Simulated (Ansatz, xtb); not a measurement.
**Relaxing a trial structure of CHClGaSi**

The starting geometry of this gas-phase doublet was built from a drawn formula by distance geometry and a force field; its bonds are those of `Cl/[C]=[SiH]\[Ga]`.

```xyz
5

C    -2.3257    1.1574   -1.2897
Cl   -3.2678    2.5922   -1.4488
Ga   -2.4970    1.8706    2.2657
Si   -1.8674    0.6288    0.2150
H    -1.0346   -0.5786    0.3418
```

Task: Where would you expect an optimisation with r2SCAN-D4/def2-SVP to take it?

Result: A new bond forms, giving a structure given below by its coordinates. Contacts that close: C1–Ga3 (3.63 → 1.98 Å).

The energy falls by 1.18 eV over 18 steps:

```json
{"step": "1", "E − E(last) (eV)": "1.177"}
{"step": "3", "E − E(last) (eV)": "0.832"}
{"step": "5", "E − E(last) (eV)": "0.744"}
{"step": "7", "E − E(last) (eV)": "0.678"}
{"step": "9", "E − E(last) (eV)": "0.502"}
{"step": "10", "E − E(last) (eV)": "0.334"}
{"step": "12", "E − E(last) (eV)": "0.046"}
{"step": "14", "E − E(last) (eV)": "0.006"}
{"step": "16", "E − E(last) (eV)": "0.002"}
{"step": "18", "E − E(last) (eV)": "0.000"}
```

Final geometry (Å):

```xyz
5

C    -2.5704    1.6872   -0.1489
Cl   -3.0080    2.2095   -1.7107
Ga   -2.7262    2.1035    1.7800
Si   -1.6374    0.3296    0.5765
H    -1.0505   -0.6595   -0.4129
```

From the same start GFN2-xTB ends elsewhere, differing in Cl2–Ga3 (2.47 against 3.50 Å here), Ga3–Si4 (3.52 against 2.40 Å here).

The end wasn't checked by frequencies. Open shells are spin-unrestricted. Run with Ansatz 0.2.0, 110 s on 1 thread of Intel(R) Xeon(R) 6975P-C (Granite Rapids) (shared host).
